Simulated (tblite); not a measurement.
Compound: C6H10OSi.
SMILES with atom numbers: `[CH3:1][C:2]#[C:3][C@H:4]1[CH2:5][O:6][SiH2:7][CH2:8]1` (hydrogens: H9, H10, H11 on C1; H12 on C4; H13, H14 on C5; H15, H16 on Si7; H17, H18 on C8)

Computed geometry: GFN2-xTB, gas phase.

**Question.** Give the optimised bond lengths and angles.

**Answer.** 
| bond | length (Å) | order |
| --- | --- | --- |
| C1–C2 | 1.447 | single |
| C2≡C3 | 1.199 | triple |
| C3–C4 | 1.448 | single |
| C4–C5 | 1.539 | single |
| C5–O6 | 1.406 | single |
| O6–Si7 | 1.636 | single |
| Si7–C8 | 1.905 | single |
| C4–C8 | 1.537 | single |
| C1–H9, C1–H10, C1–H11 | 1.090 | single |
| C4–H12 | 1.097 | single |
| C5–H13 | 1.096 | single |
| C5–H14 | 1.093 | single |
| Si7–H15 | 1.460 | single |
| Si7–H16 | 1.459 | single |
| C8–H17 | 1.091 | single |
| C8–H18 | 1.087 | single |

Bonds in one row agree within 0.01 Å and their mean is given. Orders are formal, as drawn. A selection of angles:
| angle | degrees |
| --- | --- |
| C1–C2–C3 | 179.3 |
| C2–C3–C4 | 177.6 |
| C3–C4–C5 | 111.8 |
| C3–C4–C8 | 112.6 |
| C5–C4–C8 | 106.4 |
| C4–C5–O6 | 109.3 |
| C5–O6–Si7 | 114.8 |
| O6–Si7–C8 | 94.7 |
| C4–C8–Si7 | 101.4 |

Dihedral angles: C3–C4–C5–O6 162° (antiperiplanar); C4–C5–O6–Si7 -24° (synperiplanar); C5–O6–Si7–C8 3° (synperiplanar); O6–Si7–C8–C4 19° (synperiplanar); C3–C4–C8–Si7 -156° (antiperiplanar).

Si7 (oxygen-bound silicon) has angles from 94.7° to 114.5°. The C–C distances run from 1.199 Å (C2≡C3, drawn triple) to 1.539 Å (C4–C5, drawn single), a spread of 0.340 Å. The 5-membered ring C4–C5–O6–Si7–C8 has internal angles of 94.7° to 114.8° (sum 527°, against 540° for a flat polygon); it is puckered, 0.16 Å rms from its mean plane, widest ring torsion 39°.

Point group: C1 (no symmetry element, even within 0.4 Å). GFN2-xTB frequencies show an imaginary mode (21i cm⁻¹), so the point is no minimum at that level. 2 starts were optimised and ended at 0.00 and 0.46 kcal/mol (GFN2-xTB); the lowest of these is shown.
